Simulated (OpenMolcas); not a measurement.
An atom or ion with 8 electrons was computed by SS-RASPT2, IPEA 0.25 Eh, imaginary shift 0.1 Eh with spin-orbit coupling (OpenMolcas, ANO-RCC-VQZP, DKH2). The lowest levels that the run gave, each within 12 % of the measured value where one is at hand:

```csv
J,Parity,E (cm⁻¹),g
2,even,0.0,1.501
1,even,600,1.501
0,even,884,
2,even,25900,1.000
0,even,55690,
2,odd,204490,1.501
1,odd,205070,1.501
0,odd,205360,
1,odd,291300,1.000
```

Task: Which ion is it, and what are the configurations and terms?

Result: Ne2+ (Z = 10, charge +2; active space 6 electrons in 9 orbitals (RAS2 2s 2p; RAS3 3d, at most 2 electrons)). J, parity and g give the terms where levels are pure, and mixed ones are named by the computed weights; the size of the splittings, set against known spectra of the 8-electron sequence, gives the charge. In order, with the measured energies in cm⁻¹ (Moore, Atomic Energy Levels, vol. I, NSRDS-NBS 35 (1971 reprint of NBS Circular 467, 1949)): 2s² 2p⁴ ³P₂, 2s² 2p⁴ ³P₁ (650), 2s² 2p⁴ ³P₀ (927), 2s² 2p⁴ ¹D₂ (25841), 2s² 2p⁴ ¹S₀ (55747), 2s 2p⁵ ³P°₂, 2s 2p⁵ ³P°₁ (204879), 2s 2p⁵ ³P°₀ (205204), 2s 2p⁵ ¹P°₁.

Term energies are means over components that CASPT2 splits; among the terms shown or strongly mixed into the levels shown the widest spread is 12 cm-1 (2s² 2p⁴ ¹D). Active for correlation alone: 3d; no level in the range computed is led by a configuration that fills it, so any true level of that kind is missing. Measured partners are found by configuration, term and J. A level has none where our copy of the source lacks it or the pairing is in doubt (some pairs that miss far off the trend of their configuration count as doubtful), and it then counts in no deviation. Levels of configurations outside the active space are missing.

° marks odd parity.
